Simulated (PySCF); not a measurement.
C6H6NO (charge +1).
Cartesian coordinates in Å at the PBE0-D3(BJ)/def2-SVP level; atoms count from 1:
```xyz
14
C6H6NO angstrom
O     -2.198    0.734    1.914
C     -2.078    0.228    0.922
C     -1.634   -0.384   -0.351
N     -0.231   -0.218   -0.367
C      0.409    0.966   -0.723
C      1.708    0.865   -0.311
C      1.864   -0.399    0.347
C      0.658   -1.039    0.321
H     -1.960   -1.440   -0.352
H     -2.156    0.136   -1.176
H     -0.111    1.744   -1.280
H      2.488    1.604   -0.486
H      2.786   -0.800    0.765
H      0.356   -2.022    0.681
```

Computed, not measured: PBE0-D3(BJ)/def2-SVP geometry optimisation, gas phase (PySCF).

Take the most abundant isotopes and a rigid rotor. The values belong to one conformer with, in the numbering `[O+:1]#[C:2][CH2:3][n:4]1[cH:5][cH:6][cH:7][cH:8]1`, C2–C3–N4–C5 -80°.

Question: Give the principal moments of inertia and the rotational constants in MHz.

Answer: Ia = 113.52, Ib = 343.06, Ic = 345.42 u·Å²; 505379 MHz·u·Å²/I gives A = 4452, B = 1473, C = 1463 MHz.

Question: What kind of rotor is it?

Answer: A near-prolate asymmetric top: κ = (2 × 1473 − 4452 − 1463)/(4452 − 1463) = -0.99.

Question: What does the inertial defect say?

Answer: Not planar: Δ = Ic − Ia − Ib = -111.17 u·Å². For a rigid frame Δ = −2 Σ m c², so Σ m c² = 55.58 u·Å² lies off the ab plane: 8.41 from hydrogen and 47.17 from heavier atoms. The atom farthest from that plane is 1.80 Å away.

Question: Which types of transition are allowed, and where do some lines up to J = 3 fall?

Answer: The dipole components (about the centre of mass, as the species is charged) are |μa| = 4.67 D, |μb| = 0.14 D, |μc| = 2.31 D. The squared components, which scale the intensities, stand as 1.00 : 0.00 : 0.24 (a : b : c). Some lines, for components of 0.1 D or more:

```tsv
type	branch	J(Ka,Kc)	MHz	lower level (cm⁻¹)
b	R	2(0,2) ← 1(1,1)	2894	0.197
a	R	1(0,1) ← 0(0,0)	2936	0.000
c	Q	3(1,3) ← 3(0,3)	2954	0.588
c	Q	2(1,2) ← 2(0,2)	2969	0.294
b	Q	1(1,0) ← 1(0,1)	2989	0.098
b	Q	2(1,1) ← 2(0,2)	2999	0.294
b	Q	3(1,2) ← 3(0,3)	3014	0.588
a	R	2(1,2) ← 1(1,1)	5862	0.197
a	R	2(1,1) ← 1(1,0)	5883	0.198
b	R	1(1,1) ← 0(0,0)	5915	0.000
c	R	1(1,0) ← 0(0,0)	5925	0.000
a	R	3(2,1) ← 2(2,0)	8809	0.692
a	R	3(1,2) ← 2(1,1)	8824	0.394
c	Q	3(2,2) ← 3(1,2)	8921	0.688
b	Q	2(2,0) ← 2(1,1)	8936	0.394
b	R	2(2,1) ← 1(1,0)	14819	0.198
c	R	2(2,1) ← 1(1,1)	14829	0.197
b	Q	3(3,1) ← 3(2,2)	14919	0.986
b	R	3(2,2) ← 2(1,1)	17745	0.394
c	R	3(2,1) ← 2(1,1)	17745	0.394
c	R	3(2,2) ← 2(1,2)	17775	0.393
b	R	3(2,1) ← 2(1,2)	17775	0.393
b	R	3(3,1) ← 2(2,0)	23727	0.692
c	R	3(3,0) ← 2(2,0)	23727	0.692
c	R	3(3,1) ← 2(2,1)	23727	0.692
b	R	3(3,0) ← 2(2,1)	23727	0.692
```

Question: Estimate the classical rotational partition function at 50 K, 200 K and 500 K.

Answer: Point group Cs, symmetry number σ = 1; q = (√π/σ)·√((kT/h)³/(ABC)), k/h = 20836.6 MHz/K: 19200 at 50 K, 154000 at 200 K, 608000 at 500 K.

PBE0-D3(BJ)/def2-SVP frequencies: not computed here. Zero-point vibration and centrifugal distortion are left out. Quadrupole hyperfine structure (14N) is left out.
